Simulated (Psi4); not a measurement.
Relaxed torsion scan: SMILES COc1cc[c]([GeH3])s1 (C₅H₈GeOS). Scanned: dihedral C1–O2–C3–S8; all other coordinates were relaxed at GFN2-xTB. Points at φ and −φ are mirror images.

Geometry of the scan point at 80° (Å):
```
16

C      2.9888     0.7558     0.8351
O      2.4614    -0.5295     0.5498
C      1.1227    -0.5707     0.3683
C      0.1755    -1.0299     1.2293
C     -1.1207    -1.0019     0.6751
C     -1.1665    -0.5208    -0.5984
Ge    -2.6937    -0.2917    -1.7552
S      0.4159    -0.0968    -1.1575
H      2.5706     1.1522     1.7656
H      4.0634     0.6239     0.9393
H      2.7798     1.4543     0.0181
H      0.4066    -1.3807     2.2189
H     -2.0017    -1.3239     1.2043
H     -2.8326     1.1355    -2.1696
H     -3.9148    -0.7119    -1.0093
H     -2.5557    -1.1196    -2.9886
```

Computed with PBE-D3(BJ)/def2-SVP // GFN2-xTB (Psi4).

Scanned values (°): -160, -140, -120, -100, -80, -60, -40, -20, 0, 20, 40, 60, 80, 100, 120, 140, 160, 180.

Task: At which scan points does the profile have its minima and maxima, and how high do they lie?

Result: Lower than their neighbours: 0° (0.0 kcal/mol), 180° (0.1 kcal/mol). Higher than their neighbours: -100° (2.7 kcal/mol), 100° (2.7 kcal/mol). The whole profile spans 2.7 kcal/mol.
